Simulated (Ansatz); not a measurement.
The same atomization along the group O, S, Se.

Program: Ansatz. Geometries: PBE0-D4/def2-TZVP. ΔE: electronic, gas phase. CBS: MP2 limit from def2 TZ/QZ plus the TZ coupled-cluster correction, frozen cores. This one scheme is used for every species, atoms too. Functionals use def2-TZVPP. Open shells (•) are unrestricted, without spin–orbit coupling. Spin–orbit coupling would lower the free atoms: a little for F, O, S; clearly for Se; strongly for In. Elements past krypton have def2 core potentials. Bonds to In, Se are less sure, by a few kJ/mol each and by 10 to 20 or more in all where they break to atoms, as the def2 sets lack core-valence functions. Scalar relativity is left out up to krypton. One conformer a species, not always the lowest.

| reaction | CCSD(T)/CBS(def2) (eV) |
| --- | --- |
| `[OH2+][In-]([F])([F])[F]` → 3 F• + 2 H• + In• + O• | 24.16 |
| `[F][In-]([F])([F])[SH2+]` → 3 F• + 2 H• + In• + S• | ? |
| `[F][In-]([F])([F])[SeH2+]` → 3 F• + 2 H• + In• + Se• | 21.04 |

Task: Fill in the missing values. (Estimate.)

Result: The calculation gave: `[F][In-]([F])([F])[SH2+]` → 3 F• + 2 H• + In• + S•: +21.79 eV.

Largest T1 diagnostic: 0.016, for `[F][In-]([F])([F])[SH2+]`.

For atomizations the MP2-based limit and the directly extrapolated one differ by several kJ/mol either way, and by 10 to 25 for some Ge, Se and Sn compounds, so smaller differences from it don't rank the levels.
